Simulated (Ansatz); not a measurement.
All values below come from B3LYP-D3(BJ)/def2-SVP run with Ansatz (an electronic-structure program). No frequencies were computed at this level.

Ansatz 0.2 input:
```yaml
crystal:
  periodic: [false, false, false]
  atoms:
    - { symbol: B, position_ang: [4.042077, -0.311519, 0.359899] }
    - { symbol: C, position_ang: [2.549103, -0.566298, 0.195395] }
    - { symbol: C, position_ang: [1.538602, 0.356825, 0.100633] }
    - { symbol: C, position_ang: [0.240323, -0.187123, -0.0494] }
    - { symbol: C, position_ang: [-1.005378, 0.47277, -0.163316] }
    - { symbol: C, position_ang: [-1.065984, 1.929228, -0.16532] }
    - { symbol: C, position_ang: [-2.117186, 2.653003, 0.199351] }
    - { symbol: C, position_ang: [-2.142318, -0.310267, -0.287356] }
    - { symbol: C, position_ang: [-2.081693, -1.701895, -0.29622] }
    - { symbol: C, position_ang: [-0.87685, -2.362028, -0.181756] }
    - { symbol: C, position_ang: [0.276605, -1.599359, -0.059021] }
    - { symbol: S, position_ang: [1.894091, -2.198052, 0.102651] }
    - { symbol: H, position_ang: [4.788164, -1.208287, 0.424221] }
    - { symbol: H, position_ang: [4.423723, 0.791873, 0.419645] }
    - { symbol: H, position_ang: [1.742666, 1.412215, 0.145665] }
    - { symbol: H, position_ang: [-0.162606, 2.433882, -0.48105] }
    - { symbol: H, position_ang: [-2.095384, 3.728868, 0.171963] }
    - { symbol: H, position_ang: [-3.03035, 2.205912, 0.554119] }
    - { symbol: H, position_ang: [-3.102264, 0.169321, -0.402081] }
    - { symbol: H, position_ang: [-2.994267, -2.269877, -0.399203] }
    - { symbol: H, position_ang: [-0.821072, -3.439191, -0.188819] }
basis:
  gaussian: { orbitals: def2-svp }
hamiltonian:
  xc: b3lyp
  dispersion: d3bj
relax:
  max_steps: 150
```

Output:

```
Functional definition: B3LYP
2513 factors; integrals over basis functions are off by at most 4.2e-4 eV
mean field evaluation 1: about -21999.3691 eV, gradient 7.7e1 eV
mean field evaluation 2: about -21979.6925 eV, gradient 1.1e2 eV
mean field evaluation 4: about -22015.7874 eV, gradient 1.7e1 eV
mean field evaluation 8: about -22016.5934 eV, gradient 3.9e-1 eV
mean field evaluation 16: about -22016.5938 eV, gradient 2.6e-4 eV
mean field -22016.59381589 eV, -809.0948993508 hartree, gradient 2.1e-5 eV, S^2 0.000000; 0 other end points of the search recorded, 0 dependent functions left out
reference -22016.59415126 eV, -809.0949116754 hartree; 45, 45 occupied and 172, 172 virtual orbitals, 2513 factors
relax step   1: F+E_penalty+E_count = -22017.87419635 eV  Δ(F+E_penalty+E_count) = +0.000e0 eV  max|allowed force component| = 9.163e-1 eV/Å  Δτ_max = 0.0000 Å  (31 SCF iters, accepted)
these checks for a lower state are left out or cut short: starts, cluster_reference, orbital_swaps, neighbouring_geometries, increment
2513 factors; integrals over basis functions are off by at most 4.3e-4 eV
mean field -22016.70054107 eV, -809.0988214288 hartree, gradient 1.1e-5 eV, S^2 0.000000; 0 other end points of the search recorded, 0 dependent functions left out
reference -22016.70087956 eV, -809.0988338679 hartree; 45, 45 occupied and 172, 172 virtual orbitals, 2513 factors
relax step   2: F+E_penalty+E_count = -22017.97522443 eV  Δ(F+E_penalty+E_count) = -1.010e-1 eV  max|allowed force component| = 3.076e-1 eV/Å  Δτ_max = 0.0427 Å  (35 SCF iters, accepted)
these checks for a lower state are left out or cut short: starts, cluster_reference, orbital_swaps, neighbouring_geometries, increment
2513 factors; integrals over basis functions are off by at most 4.6e-4 eV
mean field evaluation 32: about -22016.7099 eV, gradient 1.0e-5 eV
mean field -22016.70987009 eV, -809.0991642638 hartree, gradient 1.0e-5 eV, S^2 0.000000; 0 other end points of the search recorded, 0 dependent functions left out
reference -22016.71020979 eV, -809.0991767475 hartree; 45, 45 occupied and 172, 172 virtual orbitals, 2513 factors
relax step   3: F+E_penalty+E_count = -22017.98235366 eV  Δ(F+E_penalty+E_count) = -7.129e-3 eV  max|allowed force component| = 9.120e-2 eV/Å  Δτ_max = 0.0436 Å  (35 SCF iters, accepted)
these checks for a lower state are left out or cut short: starts, cluster_reference, orbital_swaps, neighbouring_geometries, increment
2513 factors; integrals over basis functions are off by at most 4.6e-4 eV
mean field -22016.71126476 eV, -809.0992155172 hartree, gradient 1.1e-5 eV, S^2 0.000000; 0 other end points of the search recorded, 0 dependent functions left out
reference -22016.71160456 eV, -809.0992280046 hartree; 45, 45 occupied and 172, 172 virtual orbitals, 2513 factors
relax step   4: F+E_penalty+E_count = -22017.98357395 eV  Δ(F+E_penalty+E_count) = -1.220e-3 eV  max|allowed force component| = 7.522e-2 eV/Å  Δτ_max = 0.0395 Å  (34 SCF iters, accepted)
these checks for a lower state are left out or cut short: starts, cluster_reference, orbital_swaps, neighbouring_geometries, increment
2513 factors; integrals over basis functions are off by at most 4.6e-4 eV
mean field -22016.71147878 eV, -809.0992233823 hartree, gradient 1.0e-5 eV, S^2 0.000000; 0 other end points of the search recorded, 0 dependent functions left out
reference -22016.71181885 eV, -809.0992358796 hartree; 45, 45 occupied and 172, 172 virtual orbitals, 2513 factors
relax step   5: F+E_penalty+E_count = -22017.98370770 eV  Δ(F+E_penalty+E_count) = -1.338e-4 eV  max|allowed force component| = 1.167e-1 eV/Å  Δτ_max = 0.0609 Å  (33 SCF iters, accepted)
these checks for a lower state are left out or cut short: starts, cluster_reference, orbital_swaps, neighbouring_geometries, increment
2513 factors; integrals over basis functions are off by at most 4.6e-4 eV
mean field -22016.71213927 eV, -809.0992476547 hartree, gradient 1.1e-5 eV, S^2 0.000000; 0 other end points of the search recorded, 0 dependent functions left out
reference -22016.71247915 eV, -809.0992601449 hartree; 45, 45 occupied and 172, 172 virtual orbitals, 2513 factors
relax step   6: F+E_penalty+E_count = -22017.98462856 eV  Δ(F+E_penalty+E_count) = -9.209e-4 eV  max|allowed force component| = 1.348e-2 eV/Å  Δτ_max = 0.0222 Å  (35 SCF iters, accepted)
these checks for a lower state are left out or cut short: starts, cluster_reference, orbital_swaps, neighbouring_geometries, increment
2513 factors; integrals over basis functions are off by at most 4.6e-4 eV
mean field -22016.71216987 eV, -809.0992487792 hartree, gradient 2.1e-5 eV, S^2 0.000000; 0 other end points of the search recorded, 0 dependent functions left out
reference -22016.71250975 eV, -809.0992612697 hartree; 45, 45 occupied and 172, 172 virtual orbitals, 2513 factors
relax step   7: F+E_penalty+E_count = -22017.98471861 eV  Δ(F+E_penalty+E_count) = -9.005e-5 eV  max|allowed force component| = 9.728e-3 eV/Å  Δτ_max = 0.0121 Å  (26 SCF iters, accepted)
these checks for a lower state are left out or cut short: starts, cluster_reference, orbital_swaps, neighbouring_geometries, increment
2513 factors; integrals over basis functions are off by at most 4.6e-4 eV
mean field evaluation 64: about -22016.7122 eV, gradient 8.9e-4 eV
mean field -22016.71223053 eV, -809.0992510084 hartree, gradient 1.3e-5 eV, S^2 0.000000; 0 other end points of the search recorded, 0 dependent functions left out
reference -22016.71257047 eV, -809.0992635009 hartree; 45, 45 occupied and 172, 172 virtual orbitals, 2513 factors
relax step   8: F+E_penalty+E_count = -22017.98480210 eV  Δ(F+E_penalty+E_count) = -8.349e-5 eV  max|allowed force component| = 7.278e-3 eV/Å  Δτ_max = 0.0134 Å  (27 SCF iters, accepted)
these checks for a lower state are left out or cut short: starts, cluster_reference, orbital_swaps, neighbouring_geometries, increment
2513 factors; integrals over basis functions are off by at most 4.6e-4 eV
mean field -22016.71231533 eV, -809.0992541247 hartree, gradient 1.1e-5 eV, S^2 0.000000; 0 other end points of the search recorded, 0 dependent functions left out
reference -22016.71265545 eV, -809.0992666239 hartree; 45, 45 occupied and 172, 172 virtual orbitals, 2513 factors
relax step   9: F+E_penalty+E_count = -22017.98488937 eV  Δ(F+E_penalty+E_count) = -8.727e-5 eV  max|allowed force component| = 2.158e-2 eV/Å  Δτ_max = 0.0348 Å  (34 SCF iters, accepted)
these checks for a lower state are left out or cut short: starts, cluster_reference, orbital_swaps, neighbouring_geometries, increment
2513 factors; integrals over basis functions are off by at most 4.6e-4 eV
mean field -22016.71232769 eV, -809.0992545791 hartree, gradient 1.6e-5 eV, S^2 0.000000; 0 other end points of the search recorded, 0 dependent functions left out
reference -22016.71266782 eV, -809.0992670786 hartree; 45, 45 occupied and 172, 172 virtual orbitals, 2513 factors
relax step  10: F+E_penalty+E_count = -22017.98490292 eV  Δ(F+E_penalty+E_count) = -1.355e-5 eV  max|allowed force component| = 1.229e-2 eV/Å  Δτ_max = 0.0088 Å  (26 SCF iters, accepted)
these checks for a lower state are left out or cut short: starts, cluster_reference, orbital_swaps, neighbouring_geometries, increment
2513 factors; integrals over basis functions are off by at most 4.6e-4 eV
mean field -22016.71234262 eV, -809.0992551278 hartree, gradient 3.0e-5 eV, S^2 0.000000; 0 other end points of the search recorded, 0 dependent functions left out
reference -22016.71268273 eV, -809.0992676265 hartree; 45, 45 occupied and 172, 172 virtual orbitals, 2513 factors
relax step  11: F+E_penalty+E_count = -22017.98491591 eV  Δ(F+E_penalty+E_count) = -1.299e-5 eV  max|allowed force component| = 5.285e-3 eV/Å  Δτ_max = 0.0008 Å  (23 SCF iters, accepted)
2513 factors; integrals over basis functions are off by at most 4.6e-4 eV
mean field evaluation 96: about -22016.7123 eV, gradient 1.9e-2 eV
mean field -22016.71234262 eV, -809.0992551278 hartree, gradient 3.0e-5 eV, S^2 0.000000; 1 other end points of the search recorded, 0 dependent functions left out
reference -22016.71268273 eV, -809.0992676265 hartree; 45, 45 occupied and 172, 172 virtual orbitals, 2513 factors
Total energy: -22017.98525602 eV, -809.1460338324 hartree
Atom 0 at     4.059196    -0.315128     0.340802 Å, force     0.001388     0.000714    -0.003800 eV/Å
Atom 1 at     2.567984    -0.584713     0.186743 Å, force    -0.000804     0.003481     0.001028 eV/Å
Atom 2 at     1.551637     0.352706     0.108350 Å, force    -0.000570    -0.000769     0.000399 eV/Å
Atom 3 at     0.242412    -0.198683    -0.037090 Å, force    -0.000019    -0.000222    -0.000522 eV/Å
Atom 4 at    -1.013661     0.472332    -0.141873 Å, force    -0.000172    -0.000189    -0.000573 eV/Å
Atom 5 at    -1.069372     1.942093    -0.117977 Å, force    -0.000445     0.002648     0.001260 eV/Å
Atom 6 at    -2.145304     2.691687     0.163993 Å, force     0.001588    -0.005285    -0.002516 eV/Å
Atom 7 at    -2.158729    -0.316205    -0.271932 Å, force    -0.000001    -0.000495    -0.000118 eV/Å
Atom 8 at    -2.094722    -1.721510    -0.287699 Å, force     0.000473    -0.000760     0.000800 eV/Å
Atom 9 at    -0.881653    -2.392002    -0.182771 Å, force    -0.002171     0.000434    -0.000395 eV/Å
Atom 10 at     0.285798    -1.625607    -0.059622 Å, force     0.003528    -0.000364     0.000399 eV/Å
Atom 11 at     1.914168    -2.220089     0.086534 Å, force    -0.002375    -0.000539    -0.000003 eV/Å
Atom 12 at     4.857607    -1.216921     0.396986 Å, force    -0.001061    -0.001000     0.000768 eV/Å
Atom 13 at     4.436067     0.829610     0.405674 Å, force     0.001091    -0.000585     0.001810 eV/Å
Atom 14 at     1.764851     1.420476     0.162119 Å, force     0.000286     0.000010     0.000094 eV/Å
Atom 15 at    -0.131933     2.457455    -0.348239 Å, force    -0.002747    -0.000427     0.000661 eV/Å
Atom 16 at    -2.090005     3.782494     0.142668 Å, force    -0.000268     0.000038     0.000611 eV/Å
Atom 17 at    -3.108806     2.251716     0.435586 Å, force     0.001210     0.002952     0.000199 eV/Å
Atom 18 at    -3.130110     0.167824    -0.386230 Å, force     0.000398     0.000525     0.000025 eV/Å
Atom 19 at    -3.018408    -2.295101    -0.394988 Å, force     0.000216    -0.000158    -0.000129 eV/Å
Atom 20 at    -0.837015    -3.482432    -0.201037 Å, force     0.000454    -0.000008     0.000003 eV/Å
Dipole moment:    -0.490693     0.094072    -0.041654 e Å
```

Cost: around 4 core-minutes (rough).
